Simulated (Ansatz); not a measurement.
Species: CH3GeO, charge 0, doublet. CH3GeO (SMILES O=[C][GeH3], doublet).
B3LYP-D3(BJ)/def2-TZVP minimum from Ansatz (an electronic-structure program):
```
Ge
H 1 1.5345
H 1 1.5345 2 110.30
H 1 1.5428 2 111.55 3 -124.55
C 1 2.0859 2 104.37 3 111.58
O 5 1.1667 1 127.40 2 122.10
```
Charge 0, spin multiplicity 2.

Total energies in hartree (Ansatz). Open shells are spin-unrestricted; no spin-orbit coupling. Cores are frozen in correlated methods (noble-gas shells, and filled d and f shells in the p block). No relativity. Where a partner has so few electrons that a lower coupled-cluster level is exact, that level stands in.

```tsv
species	HF/cc-pVTZ	CCSD(T)/cc-pVTZ	HF/cc-pVQZ	CCSD(T)/cc-pVQZ	CCSD(T)/cc-pVDZ	CCSDT(Q)/cc-pVDZ
1: CH3GeO (SMILES O=[C][GeH3], doublet)	-2189.86893	-2190.39889	-2189.88179	-2190.44364	-2190.19526	-2190.19772
2: O (triplet)	-74.81176	-74.97396	-74.81729	-74.99357	-74.90995	-74.91013
3: C (triplet)	-37.69157	-37.78076	-37.69331	-37.78654	-37.76038	-37.76071
4: Ge (triplet)	-2075.36107	-2075.42794	-2075.36359	-2075.43284	-2075.34866	-2075.34895
5: H (doublet)	-0.49981	-0.49981	-0.49995	-0.49995	-0.49928	-0.49928
```

Task: Work out the atomisation energy (electronic, to ground-state atoms) in kcal/mol: take Hartree-Fock from cc-pVQZ, extrapolate the CCSD(T) correlation energy as X^-3 (X = 3, 4), and add CCSDT(Q) - CCSD(T) in cc-pVDZ. 1 hartree = 627.51 kcal/mol.

Result: 
Species 1: correlation (64·(-0.56185) - 27·(-0.52996))/37 = -0.58512; step -0.00246; E1 = -2189.88179 + (-0.58512) + (-0.00246) = -2190.46937
Species 2: correlation (64·(-0.17628) - 27·(-0.16220))/37 = -0.18655; step -0.00018; E2 = -74.81729 + (-0.18655) + (-0.00018) = -75.00402
Species 3: correlation (64·(-0.09323) - 27·(-0.08919))/37 = -0.09618; step -0.00033; E3 = -37.69331 + (-0.09618) + (-0.00033) = -37.78982
Species 4: correlation (64·(-0.06925) - 27·(-0.06687))/37 = -0.07099; step -0.00029; E4 = -2075.36359 + (-0.07099) + (-0.00029) = -2075.43487
Species 5: correlation (64·(0.00000) - 27·(0.00000))/37 = 0.00000; step +0.00000; E5 = -0.49995 + (0.00000) + (+0.00000) = -0.49995
-1·E1 +1·E2 +1·E3 +1·E4 +3·E5 = 0.74081 hartree = 464.9 kcal/mol.
